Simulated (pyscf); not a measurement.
# [H₃C–V(Cl)(Cl)–Cl]•, doublet

Gas-phase minimum from PySCF at ωB97X-D3(BJ)/def2-SVP, one conformer. Other isomers of [H₃C–V(Cl)(Cl)–Cl]• were not searched in full and may lie lower. 

```xyz
8

C      1.0638     0.6915     0.4178
V     -0.7237     0.4283    -0.3495
Cl    -1.0939     2.3605    -1.1525
Cl    -0.4884    -1.1640    -1.7531
Cl    -1.9414    -0.1786     1.2976
H      1.0254     1.4553     1.2085
H      1.2809    -0.3055     0.8395
H      1.7799     0.9491    -0.3765
```
Charge 0, spin multiplicity 2.

Bonded distances (Å): C1–V2 1.963, C1–H6 1.100, C1–H7 1.104, C1–H8 1.100, V2–Cl3 2.125, V2–Cl4 2.136, V2–Cl5 2.136. Angles (°): V2–C1–H6 110.0, V2–C1–H7 102.0, V2–C1–H8 110.0, H6–C1–H7 111.1, H6–C1–H8 112.3, H7–C1–H8 111.0, C1–V2–Cl3 100.6, C1–V2–Cl4 104.9, C1–V2–Cl5 104.8, Cl3–V2–Cl4 116.7, Cl3–V2–Cl5 116.8, Cl4–V2–Cl5 111.0.

Properties at ωB97X-D3(BJ)/def2-SVP:

| Item | Result |
|---|---|
| Harmonic wavenumbers, unscaled | 88, 118, 128, 135, 167, 201, 400, 461, 488, 540, 591, 622, 1175, 1386, 1400, 3054, 3182, 3210 cm⁻¹ |
| Zero-point energy | 24.8 kcal/mol |
| Rotational symmetry number | 1 |
| Entropy of this conformer at 298 K and 1 atm, rigid rotor and harmonic oscillator, modes under 100 cm⁻¹ raised to 100 | 388.4 J/(mol K) |
| Dipole moment | 1.84 D |
| Spin expectation value S2 | 0.764 |

Single-point totals, which compare only within one level:

```csv
level,total energy (hartree)
ωB97X-D3(BJ)/def2-TZVP,-2364.73531
PBE/def2-TZVP,-2363.90387
r²SCAN/def2-TZVP,-2364.60472
B3LYP-D3(BJ)/def2-TZVP,-2364.81213
PBE0-D3(BJ)/def2-TZVP,-2364.01772
M06-2X/def2-TZVP,-2364.58990
ωB97M-D3(BJ)/def2-TZVP,-2364.90077
```

Soft torsions are taken as harmonic, which can shift the entropy by several J/(mol K). Open-shell species with a d-block atom are single-reference here; other states, and whether the spin sits on metal or ligand, were not checked.
